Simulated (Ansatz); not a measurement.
System: C2H4I, charge 0, doublet. C2H4I (SMILES C[CH]I, doublet).
B3LYP-D3(BJ)/def2-TZVP minimum from Ansatz (a quantum-chemistry and plane-wave program):
```xyz
7

C     -2.4677    -0.2928    -0.1800
C     -1.1266    -0.8089    -0.5363
I      0.5852     0.1616     0.1119
H     -2.5401    -0.0488     0.8820
H     -3.2291    -1.0403    -0.4166
H     -2.7202     0.6210    -0.7354
H     -0.9609    -1.4842    -1.3621
```
Charge 0, spin multiplicity 2.

Atomisation energy term by term, kcal/mol (programs: Ansatz). Open shells are spin-unrestricted; no spin-orbit coupling. Correlated methods leave the cores frozen (noble-gas shells, and filled d and f shells in the p block). Past Kr the def2 sets carry scalar-relativistic core potentials. CBS(X,Y): correlation extrapolated as X^-3, Hartree-Fock from the larger set. A bracket is a step between two methods taken in the basis named. Where a partner has so few electrons that a lower coupled-cluster level is exact, that level stands in. Spin-orbit terms, left out, reach several kcal/mol for Br and I, and more for heavier atoms.

```tsv
term	basis	kcal/mol
Hartree-Fock	def2-QZVPP	419.09
CCSD correlation	CBS(def2-TZVPP,def2-QZVPP)	133.35
(T)	CBS(def2-TZVPP,def2-QZVPP)	8.75
CCSDT(Q) - CCSD(T)	def2-SVP	0.45
sum: De		561.6
```
